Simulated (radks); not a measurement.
Results of a calculation; reference values are marked as such.
Initial-state core-level shifts of the bismuth ion Bi2+ when its valence configuration changes from [Hg] 6p1. Code: a radial shooting solver on a logarithmic mesh with Libxc functionals. Model: scalar-relativistic Kohn-Sham, PBE, spin-polarised, spherical densities, finite nucleus; open shells are filled with parallel spins first (spin-orbit coupling, left out, can overturn this in heavy ions); Fermi nuclear charge, rms radius 5.5211 fm. Shifts are changes of the shell-averaged eigenvalues in eV (positive: less bound); the change of the density at the nucleus, which sets a Mossbauer isomer shift, is in e/bohr^3, on a base of 3.213e+06.

valence                          3p       4s       4d       5s  density at nucleus
[Xe] 4f13 5d10 6s2 6p2      -25.550  -22.172  -20.792  -11.056              +322.1
[Xe] 4f14 5d9 6s2 6p2        -6.744   -6.631   -6.615   -6.118               +89.1
[Xe] 4f14 5d9.5 6s2 6p1.5    -3.372   -3.318   -3.311   -3.073               +44.1
[Xe] 4f14 5d10 6s1 6p2       -1.646   -1.655   -1.652   -1.645              -355.1
[Xe] 4f13 5d10 6s1.5 6p2.5  -26.335  -22.961  -21.579  -11.835              +127.2
[Xe] 4f13.5 5d10 6s2 6p1.5  -12.666  -11.024  -10.340   -5.518              +159.2
